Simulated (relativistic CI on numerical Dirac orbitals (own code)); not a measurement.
## Forbidden transitions in Re LXXV

Computed by Dirac equation for one electron, model QED (radiative potential, 1s self-energy scaled to tabulated hydrogen-like ionisation energies) (own radial code, finite nucleus).

Configurations in the expansion: 1s, 2s, 2p, 3s, 3p, 3d, 4s, 4p, 4d, 4f, 5s, 5p, 5d, 5f, 5g, 6s, 6p, 6d. Levels of other configurations are missing.

```csv
λ vac (Å),Lower,Upper,Type,A (s⁻¹),E lower (10³ cm⁻¹),E upper (10³ cm⁻¹)
0.1530,1s 2S_1/2 [1],6d 2D_5/2 [30],E2,1.58e+13,0,653424
0.1531,1s 2S_1/2 [1],6d 2D_3/2 [28],E2,1.81e+13,0,653273
0.1549,1s 2S_1/2 [1],5d 2D_5/2 [22],E2,2.59e+13,0,645786
0.1549,1s 2S_1/2 [1],5d 2D_3/2 [19],E2,2.99e+13,0,645523
0.1583,1s 2S_1/2 [1],4d 2D_5/2 [15],E2,4.57e+13,0,631745
0.1584,1s 2S_1/2 [1],4d 2D_3/2 [12],E2,5.32e+13,0,631232
0.1662,1s 2S_1/2 [1],3d 2D_5/2 [9],E2,8.02e+13,0,601588
0.1666,1s 2S_1/2 [1],3d 2D_3/2 [7],E2,9.47e+13,0,600382
0.1677,1s 2S_1/2 [1],3s 2S_1/2 [6],M1,8.50e+12,0,596200
0.2002,1s 2S_1/2 [1],2s 2S_1/2 [3],M1,2.00e+13,0,499396
0.6821,2p 2P°_1/2 [2],5f 2F°_5/2 [21],E2,5.74e+12,499189,645785
0.7550,2p 2P°_3/2 [4],5f 2F°_7/2 [24],E2,6.90e+12,513466,645912
0.8437,2p 2P°_3/2 [4],4f 2F°_7/2 [16],E2,1.03e+13,513466,631991
```

Terms are leading LS components. Brackets give the number of a level in order of energy, since labels repeat. The list gives strong lines, with weight on those to low levels. Levels whose partners in the same complex of configurations lie outside the list can be far off, and so can their lines. Rates are taken at the computed energies, electric ones in the length gauge.
